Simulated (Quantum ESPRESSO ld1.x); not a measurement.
All-electron atom: S2+ in [Ne] 3s2 3p2. All-electron calculation, non-relativistic Kohn-Sham, PBEsol, spin-unpolarised, spherical densities, point nucleus. Program: ld1.x of Quantum ESPRESSO 7.5.

Normalised radial functions P(r) = r R(r), r in bohr:

```
   r/bohr * 1s, o 2s, + 3s (the largest magnitude, 2.87, reaches the edge; | marks zero, & curves that meet)
 0.007871                             |+o     *
  0.01174                             |+ o       *
  0.01738                             |+  o          *
  0.02592                             | +  o              *
  0.03837                             | +   o                 *
  0.05678                             | +    o                   *
   0.0847                             | +  o                    *
   0.1254                             +o                   *
    0.187                       o   + |           *
   0.2768                 o       +   |    *
   0.4129               o         +   |*
    0.611                  o          &
   0.9043                        o    *     +
    1.349                            o*       +
    1.997                             &     +
    2.978                             & +
    4.408                             &
    6.576                             &
    9.732                             &
```

1s: eigenvalue -2419.8 eV, 0 radial nodes, <r> = 0.0974 bohr, 90 % of the charge inside 0.174 bohr. 2s: eigenvalue -235.66 eV, 1 radial node at r = 0.133 bohr, <r> = 0.481 bohr, 90 % of the charge inside 0.754 bohr. 3s: eigenvalue -39.181 eV, 2 radial nodes at r = 0.130, 0.601 bohr, <r> = 1.58 bohr, 90 % of the charge inside 2.36 bohr.
